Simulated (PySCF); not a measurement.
**NMR problem set**

Theory: structure optimised with GFN2-xTB, shielding tensors at PBE0/pcSseg-1 (GIAO), in PySCF 2.14.0 with density-fitted response routines (a single conformation, rapidly exchanging positions averaged, non-relativistic Hamiltonian, in vacuum).

Referencing at the same level of theory: ¹H, ¹³C against TMS. Splittings of carbon signals by F and P are missing where no couplings were computed. Where no couplings were computed, multiplicities follow the n + 1 count of equivalent neighbours, and m marks all less simple cases (inequivalent or close neighbours, rings, F or P nearby). Shifts are as computed. Against solution values, carbons near 30 ppm lie about +3 ppm off and those near 130 ppm about +5 ppm. Of 1309 compounds with measured shifts, 239 miss one by over three times the rms of a fit or turn the order of signals round; such compounds aren't used in these exercises.

Q: C7H13F. ¹H NMR (500 MHz, computed): δ 5.85 (m, 1H), 5.42 (m, 2H), 1.87 (s, 3H), 1.71 (t, 2H), 1.30 (m, 2H), 1.04 (t, 3H). ¹³C{¹H} NMR (computed): δ 144.9 (C), 131.6 (CH), 84.8 (CH2), 39.7 (CH2), 27.0 (CH3), 25.8 (CH2), 17.4 (CH3). What is it?

A: SMILES CCC/C(C)=C\CF. Rings plus π bonds: 1 (no ring in the answer). 7 carbon signals for 7 carbons: no two carbons are equivalent. Carbon types of the structure: 1 × C, 1 × CH, 3 × CH2, 2 × CH3, which accounts for all hydrogens. δC 144.9: fully substituted alkene carbon; an sp2 carbon of a C=C bond. δC 131.6: alkene CH; the olefinic region. δC 84.8: allylic sp3 CH2 bonded to F; the inductive effect lowers its shielding. δC 17.4: methyl carbon; a saturated carbon with 1 carbon neighbour and no heteroatom attached.

The data come from this structure; uniqueness wasn't tested.

Q: C7H13F. ¹H NMR (600 MHz, computed): δ 4.51 (m, 1H), 1.10 (m, 1H), 0.97 (m, 1H), 0.89 (s, 9H), 0.54 (m, 1H). ¹³C{¹H} NMR (computed): δ 73.8 (CH), 32.8 (CH), 31.1 (C), 29.7 (CH3), 10.5 (CH2). Identify the compound.

A: SMILES CC(C)(C)[C@@H]1C[C@H]1F. Rings plus π bonds: 1 (1 ring in the answer). 5 carbon signals for 7 carbons: some carbons are equivalent by symmetry or fast rotation. Carbon types of the structure: 1 × C, 2 × CH, 1 × CH2, 3 × CH3, which accounts for all hydrogens. δC 73.8, 32.8, 10.5: three-membered-ring carbon. δC 31.1: quaternary sp3 carbon; saturated and bonded to C and H only. δC 29.7: methyl carbon; a saturated carbon with 1 carbon neighbour and no heteroatom attached. δH 4.51, 1.10, 0.97, 0.54: hydrogen on a three-membered-ring carbon.

This is the structure that produced the data.
